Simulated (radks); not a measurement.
The numbers below are computed, except where a source is named.
Isoelectronic series with 17 electrons, all held in the configuration [Ne] 3s2 3p5, which need not be the ground one along the series. Level of theory: Dirac Kohn-Sham, PBEsol, spin-unpolarised, spherical densities, finite nucleus; open shells fill j = l - 1/2 first; Fermi nuclear charge, rms radius of each element as measured or else 0.836 A^(1/3) + 0.57 fm (a radial shooting solver on a logarithmic mesh with Libxc functionals). Total energies (hartree) and orbital eigenvalues (hartree):

ion    E (hartree)      3p3/2      3p1/2      3s1/2      2p3/2
Cl      -460.74331   -0.31287   -0.31744   -0.75739   -7.01198
Ca3+    -676.93506   -2.18381   -2.19950   -2.90939  -13.55583
V6+     -937.33112   -5.14069   -5.17867   -6.16309  -22.45958
Fe9+   -1242.16177   -9.13303   -9.20986  -10.47172  -33.65752
Cu12+  -1591.79717  -14.14659  -14.28537  -15.82790  -47.13076
Ge15+  -1986.69792  -20.17672  -20.40831  -22.23523  -62.87315
Br18+  -2427.40592  -27.22262  -27.58694  -29.70256  -80.88389
Sr21+  -2914.54143  -35.28557  -35.83298  -38.24222  -101.1650
